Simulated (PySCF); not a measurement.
# Two-component Hartree-Fock for Co (cobalt, neutral)

Start: [Ar] 3d7 4s1 4p1; 3d3/2 filled at m_j = +1/2, +3/2; 3d5/2 filled at m_j = -3/2, -1/2, +1/2, +3/2, +5/2; 4s1/2 filled at m_j = +1/2; 4p3/2 filled at m_j = +3/2. Calculated with PySCF 2.14 in x2c-TZVPall-2c with one added diffuse shell each of s, p, d type (7s8p5d1f, 63 functions): generalised Hartree-Fock with the X2C-1e Hamiltonian and a Gaussian nucleus; one run each with spin-orbit coupling (SO) switched off, then screened by Boettger's factors. This is a chosen level, not necessarily the ground level.

```csv
spinor shell,electrons,"ε, spin-free (eV)","ε, screened SO (eV)",weight of nominal j (screened SO),"rms radius, screened SO (bohr)"
1s1/2,2,-7777.9,-7777.8,1.000,0.0649
2s1/2,2,-966.42,-966.39,1.000,0.276
2p1/2,2,-824.04,-834.65,0.995,0.247
2p3/2,4,-824.04,-818.83,0.998,0.249
3s1/2,2,-127.05,-127.05,1.000,0.831
3p3/2,4,-83.723,-82.597,0.819,0.891
3p1/2,2,-83.723,-86.028,0.637,0.887
3d5/2,5,-19.392,-20.512,0.580,1.16
3d3/2,2,-19.392,-16.669,0.677,1.19
4s1/2,1,-10.178,-10.185,0.999,3.16
4p3/2,1,-5.051,-5.034,1.000,4.26
```

| quantity | spin-free | screened SO |
| --- | --- | --- |
| E (hartree) | -1391.78144 | -1391.81009 |
| M_J | 13/2 | 13/2 |
| ⟨J²⟩ | 48.759 | 48.759 |
| ⟨L²⟩ | 20.008 | 20.027 |
| ⟨S²⟩ | 8.751 | 8.743 |

Each row is a mean over spinors that exchange with the open shell spreads, by up to 14.138 eV (3p3/2).

Rows whose weight is well below 1 are mixtures of j = l ± 1/2: exchange outweighs spin-orbit coupling there, and the label is only the starting occupation.

Without spin-orbit coupling the j labels of p, d and f shells carry no meaning; the spin-free column gives the mean over the occupied spinors of each nl shell.
